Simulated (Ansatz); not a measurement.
Start from `CO[SiH](F)[SeH]` and change one atom or group to get `N[SiH](F)[SeH]`.

Ansatz, PBE0-D4/def2-TZVP geometries, multiplicity 1. Each molecule was computed in one conformer, which needn't be the lowest.

Scalar relativity is left out up to krypton.

```tsv
property	`CO[SiH](F)[SeH]`
HOMO energy (ωB97M-V/def2-TZVPP) / eV	-9.63
zero-point energy (PBE0-D4/def2-TZVP) / kJ/mol	165.6
HOMO–LUMO gap (PBE0/def2-TZVPP) / eV	7.38
LUMO energy (PBE/def2-TZVPP) / eV	-0.98
HOMO energy (B3LYP/def2-TZVPP) / eV	-7.20
HOMO energy (PBE0/def2-TZVPP) / eV	-7.46
```

(1) Give the same properties after the change, and the shifts. (Best estimate.)

## Answers

(1) The calculation gave: 
```
                                      property  `N[SiH](F)[SeH]`  shift
         HOMO energy (ωB97M-V/def2-TZVPP) / eV             -9.52   0.11
zero-point energy (PBE0-D4/def2-TZVP) / kJ/mol             121.8  -43.8
          HOMO–LUMO gap (PBE0/def2-TZVPP) / eV              7.44   0.06
             LUMO energy (PBE/def2-TZVPP) / eV             -0.80   0.18
           HOMO energy (B3LYP/def2-TZVPP) / eV             -7.09   0.11
            HOMO energy (PBE0/def2-TZVPP) / eV             -7.35   0.11
```

With PBE0 the HOMO rises by 0.11 eV and the LUMO rises by 0.18 eV, so the gap widens by about 0.07 eV. PBE moves the HOMO by 0.10 eV and ωB97M-V by 0.11 eV. The zero-point energy changes by -43.8 kJ/mol with -6 modes.

B3LYP here is the variant with VWN-RPA as its local correlation; programs differ in this.

Spin–orbit coupling is left out; it splits and shifts lone-pair levels of the heavy atoms by tenths of an eV.
